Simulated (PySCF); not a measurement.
# Broadened absorption spectrum of C6H7OPS

Species: C₆H₇OPS.
SMILES: `CC(=O)c1csc(C)p1`

Theory: PySCF, TDDFT CAM-B3LYP/def2-SVPD, vertical, gas phase, core orbitals frozen in the response. Geometry: GFN2-xTB, one conformer, isolated molecule. Torsions of this conformer, `[CH3:1][C:2](=[O:3])[c:4]1[cH:5][s:6][c:7]([CH3:8])[p:9]1`: C1–C2–C4–C5 180°.

Computed states:

| state | E (eV) | f |
| --- | --- | --- |
| S1 | 3.98 | 0.0002 |
| S2 | 4.71 | 0.027 |
| S3 | 4.88 | 0.0048 |
| S4 | 5.36 | 0.0042 |
| S5 | 5.47 | 0.200 |
| S6 | 5.55 | 0.367 |
| S7 | 5.70 | 0.0000 |
| S8 | 5.78 | 0.0050 |

Each state is given a Gaussian of 0.5 eV full width at half maximum, with ε(max) = 2.175×10⁸ f / Δν̃ (Δν̃ the width in cm⁻¹). The width is an assumption, not a result. The curve ends short of the highest state used, and states not computed would add to its high-energy end.

Problem. Give the broadened spectrum and its maxima.

Solution. 
```json
{"E (eV)": "3.23", "ε (L mol⁻¹ cm⁻¹)": "0"}
{"E (eV)": "3.32", "ε (L mol⁻¹ cm⁻¹)": "0"}
{"E (eV)": "3.40", "ε (L mol⁻¹ cm⁻¹)": "0"}
{"E (eV)": "3.48", "ε (L mol⁻¹ cm⁻¹)": "1"}
{"E (eV)": "3.57", "ε (L mol⁻¹ cm⁻¹)": "2"}
{"E (eV)": "3.65", "ε (L mol⁻¹ cm⁻¹)": "4"}
{"E (eV)": "3.74", "ε (L mol⁻¹ cm⁻¹)": "6"}
{"E (eV)": "3.82", "ε (L mol⁻¹ cm⁻¹)": "9"}
{"E (eV)": "3.91", "ε (L mol⁻¹ cm⁻¹)": "12"}
{"E (eV)": "3.99", "ε (L mol⁻¹ cm⁻¹)": "17"}
{"E (eV)": "4.08", "ε (L mol⁻¹ cm⁻¹)": "29"}
{"E (eV)": "4.16", "ε (L mol⁻¹ cm⁻¹)": "60"}
{"E (eV)": "4.25", "ε (L mol⁻¹ cm⁻¹)": "148"}
{"E (eV)": "4.33", "ε (L mol⁻¹ cm⁻¹)": "306"}
{"E (eV)": "4.42", "ε (L mol⁻¹ cm⁻¹)": "598"}
{"E (eV)": "4.50", "ε (L mol⁻¹ cm⁻¹)": "943"}
{"E (eV)": "4.58", "ε (L mol⁻¹ cm⁻¹)": "1299"}
{"E (eV)": "4.67", "ε (L mol⁻¹ cm⁻¹)": "1593"}
{"E (eV)": "4.75", "ε (L mol⁻¹ cm⁻¹)": "1686"}
{"E (eV)": "4.84", "ε (L mol⁻¹ cm⁻¹)": "1666"}
{"E (eV)": "4.92", "ε (L mol⁻¹ cm⁻¹)": "1785"}
{"E (eV)": "5.01", "ε (L mol⁻¹ cm⁻¹)": "2630"}
{"E (eV)": "5.09", "ε (L mol⁻¹ cm⁻¹)": "4659"}
{"E (eV)": "5.18", "ε (L mol⁻¹ cm⁻¹)": "9046"}
```

Maxima: 260 nm (4.76 eV), ε about 1700, made up of S2 (83%) and S3 (13%) (hardly more than a shoulder) (ε in L mol⁻¹ cm⁻¹; maxima over ε = 5, shares over 10%). At its high-energy end, 5.18 eV, the curve is still rising (ε about 9000, from S5 and S6).

Problem. What would ε be at 4.76 eV, the highest of these maxima, with half the width (0.25 eV)?

Solution. About 2860 L mol⁻¹ cm⁻¹ against 1690, a factor of about 1.7; a lone state at its own centre would give exactly 2.

Problem. On this curve, what absorbance would a 10⁻⁵ mol/L sample give at 254 nm over a 1 cm path?

Solution. 254 nm is 4.881 eV, where ε is about 1700 L mol⁻¹ cm⁻¹, so A = ε c l ≈ 0.017 (Beer–Lambert, with the gas-phase spectrum and the assumed width).

Problem. Coming from long wavelengths, where does ε first pass 100 L mol⁻¹ cm⁻¹?

Solution. At about 294 nm (4.21 eV), 0.23 eV above S1.
